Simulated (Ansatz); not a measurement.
Cl₂FY, SMILES `[F][Y]([Cl])[Cl]`. Total charge 0; spin multiplicity 1. Y: def2 effective core potential. Geometry: relaxed with PBE0-D4/def2-TZVP.

```xyz
4

F    -0.521   -0.636    1.897
Y    -0.026   -0.030    0.090
Cl    0.138   -1.686   -1.708
Cl    0.409    2.352   -0.279
```

(1) What is the dipole moment at r2SCAN/def2-TZVPP? (Estimate.)

(2) And with PBE, B3LYP, ωB97M-V? (An estimate is asked.)

(3) Give the Mulliken charges with r2SCAN, B3LYP, ωB97M-V in def2-TZVPP. (Estimate.)

## Answers

(1) The calculation gave: 0.60 D, with components (-0.16, -0.18, 0.55) D in this frame, pointing from negative to positive charge.

(2) The calculation gave: PBE 0.57 D, B3LYP 0.51 D, ωB97M-V 0.56 D.

(3) Ansatz gave: 
| atom | r2SCAN | B3LYP | ωB97M-V |
| --- | --- | --- | --- |
| F1 | -0.46 | -0.46 | -0.45 |
| Y2 | 1.14 | 1.13 | 1.03 |
| Cl3 | -0.34 | -0.33 | -0.29 |
| Cl4 | -0.34 | -0.33 | -0.29 |

B3LYP here is the variant with VWN-RPA as its local correlation; programs differ in this.
